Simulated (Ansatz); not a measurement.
Reaction (cleavage of the B–P bond): `BP[SiH](C)F` + `[OH][GeH3]` → `B[O][GeH3]` + `C[SiH](F)P`

Calculated with Ansatz (gas phase, PBE0-D4/def2-TZVP geometries, no zero-point term in ΔE). CCSD(T)/CBS adds triple-zeta CCSD(T) − MP2 to the extrapolated MP2 energy (def2 sets, frozen cores). DFT in def2-TZVPP. B3LYP here is the variant with VWN-RPA as its local correlation; programs differ in this. HSE06 is defined as in plane-wave codes. For Ge outer-core shells are correlated without core-valence functions, which leaves a few kJ/mol of doubt a bond. Scalar relativity is left out up to krypton. Each species was taken in one conformer, which may not be the lowest.

```json
{"level": "PBE-D4", "ΔE (kJ/mol)": "-90.5", "difference from CCSD(T)/CBS": "9.6"}
{"level": "B3LYP-D4", "ΔE (kJ/mol)": "-104.8", "difference from CCSD(T)/CBS": "-4.7"}
{"level": "r2SCAN0-D4", "ΔE (kJ/mol)": "-97.7", "difference from CCSD(T)/CBS": "2.4"}
{"level": "HSE06-D4", "ΔE (kJ/mol)": "-93.2", "difference from CCSD(T)/CBS": "6.9"}
{"level": "PBE", "ΔE (kJ/mol)": "-92.0", "difference from CCSD(T)/CBS": "8.1"}
{"level": "revPBE", "ΔE (kJ/mol)": "-90.8", "difference from CCSD(T)/CBS": "9.3"}
{"level": "BLYP", "ΔE (kJ/mol)": "-105.8", "difference from CCSD(T)/CBS": "-5.7"}
{"level": "BHLYP", "ΔE (kJ/mol)": "-111.6", "difference from CCSD(T)/CBS": "-11.5"}
{"level": "LC-ωPBE", "ΔE (kJ/mol)": "-101.1", "difference from CCSD(T)/CBS": "-1.0"}
{"level": "CCSD/def2-SVP", "ΔE (kJ/mol)": "-122.9", "difference from CCSD(T)/CBS": "-22.8"}
{"level": "CCSD(T)/def2-SVP", "ΔE (kJ/mol)": "-121.3", "difference from CCSD(T)/CBS": "-21.2"}
{"level": "HF/def2-TZVPP", "ΔE (kJ/mol)": "-119.1", "difference from CCSD(T)/CBS": "-19.0"}
{"level": "MP2/def2-TZVPP", "ΔE (kJ/mol)": "-102.1", "difference from CCSD(T)/CBS": "-2.0"}
{"level": "SCS-MP2/def2-TZVPP", "ΔE (kJ/mol)": "-107.9", "difference from CCSD(T)/CBS": "-7.8"}
{"level": "CCSD(T)/def2-TZVPP", "ΔE (kJ/mol)": "-104.3", "difference from CCSD(T)/CBS": "-4.2"}
{"level": "MP2/def2-QZVPP", "ΔE (kJ/mol)": "-99.9", "difference from CCSD(T)/CBS": "0.2"}
{"level": "CCSD(T)/CBS", "ΔE (kJ/mol)": "-100.1", "difference from CCSD(T)/CBS": "0"}
```

Largest T1 diagnostic among the species: 0.015.

In def2-TZVPP, CCSD(T) changes the Hartree–Fock value by +14.8 kJ/mol (the triples alone add +2.9 kJ/mol) and MP2 by +17.0 kJ/mol. Leaving LDA and LC-ωPBE aside and taking each functional with its dispersion term where it has one, the values, not all of them listed here, spread over 21.6 kJ/mol, from CAM-B3LYP-D4 to revPBE-D4. LDA lies −3.4 kJ/mol from PBE without D4.
